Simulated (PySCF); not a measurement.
C₅H₇F, SMILES C=CC1(F)CC1. Coordinates come from a PBE0-D3(BJ)/def2-SVP optimisation. Other conformers were not sampled.

The numbers are results of PBE0-D3(BJ)/def2-SVP (PySCF), not measurements.

Harmonic wavenumbers (cm⁻¹): 129, 244, 300, 367, 449, 514, 697, 740, 764, 898, 921, 939, 984, 1004, 1023, 1031, 1063, 1077, 1178, 1280, 1341, 1353, 1415, 1437, 1493, 1744, 3156, 3159, 3176, 3190, 3257, 3266, 3284. Rotational constants (GHz): 6.559, 2.947, 2.425; symmetry number 1.

Task: Work out the zero-point energy and the ideal-gas rigid-rotor harmonic-oscillator thermochemistry at 298.15 K and 1 atm.

Result: ZPE = ½ Σ hcν = ½ × 46875 cm⁻¹ = 67.01 kcal/mol. H − E(el) = 71.35 kcal/mol. Entropy in cal/(mol K): translation 39.27, rotation 26.33, vibration 10.54, total 76.14. G − E(el) = 48.65 kcal/mol. Cp = 24.18 cal/(mol K). Modes under 150 cm⁻¹ make the vibrational entropy uncertain.
